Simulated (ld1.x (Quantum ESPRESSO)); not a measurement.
**What one change does to a pseudopotential (tantalum (Ta), RRKJ)**

Ta, norm-conserving RRKJ (Kleinman–Bylander form), made with ld1.x (Quantum ESPRESSO) 7.5 (PBEsol, scalar-relativistic). Core [Kr] 4d10 4f14 5s2, reference 5p6 5d3 6s1.5 6p0 (charge +0.5). Waves: 5p (bound): rc 1.75 bohr; 5d (bound): rc 1.75 bohr; 6s (bound): rc 2.35 bohr. Local part: the s channel. Core correction: none. rho0 = 0.02.

All-electron outer shells of the reference configuration (PBEsol, scalar-relativistic, ld1.x):

```
shell  level (eV)  outermost node (bohr)  outermost maximum (bohr)
   5p      -42.88                   0.58                      1.13
   4f      -28.19                      –                      0.44
   6s       -8.48                   1.32                      2.71
   5d       -6.95                   0.65                      1.58
   6p       -3.87                   1.59                      3.61
```

Change: all radii scaled by about 0.85 (s 2.00, p 1.48, d 1.48 bohr).

Cutoffs: the cutoffs (Ry, on a coarse ladder) from which the occupation-weighted sum of valence levels, in a spherical-Bessel basis at the reference potential, stays within 10 and 1 mRy of its value at 400 Ry; they do not see the model core or the augmentation charge, which bear on the density cutoff. Errors are all-electron minus pseudo energies relative to the spin-unpolarised reference configuration.

How do hardness, ghosts and transferability respond?

The potential gets harder (45 Ry and 70 Ry → 70 Ry and 110 Ry); of the 7 tests that both files solve, the error grows in 1 and shrinks in 5 by more than 15 % and 0.3 meV (median size 36.7 → 21.8 meV); neither file shows a bound ghost. A smaller radius makes the pseudo-wave follow the all-electron one further in, where it bends more sharply, so more plane waves are needed.

| quantity | base | changed |
| --- | --- | --- |
| cutoff, loose | 45 Ry | 70 Ry |
| cutoff, tight | 70 Ry | 110 Ry |
| loose cutoff by channel (10 mRy a level) | p 35 Ry, d 21 Ry, s 6 Ry | p 55 Ry, d 40 Ry, s 18 Ry |
| bound ghosts | none | none |
| error for 5p6 5d3 6s2 6p0, meV [ΔE -3.48 eV] | +0.5 | +2.0 |
| error for 5p6 5d3 6s1 6p0, meV [ΔE 5.03 eV] | -2.7 | -0.7 |
| error for 5p6 5d3 6s0 6p0, meV [ΔE 20.00 eV] | -17 | -4.9 |
| error for 5p6 5d2 6s0 6p0, meV [ΔE 43.61 eV] | -37 | -39 |
| error for 5p5 5d3 6s2 6p0, meV [ΔE 41.54 eV] | -305 | +119 |
| error for 5p6 5d3 6s1 6p1, meV [ΔE 0.74 eV] | -448 | -341 |
| error for 5p6 5d4 6s0 6p0, meV [ΔE 6.45 eV] | -49 | -22 |
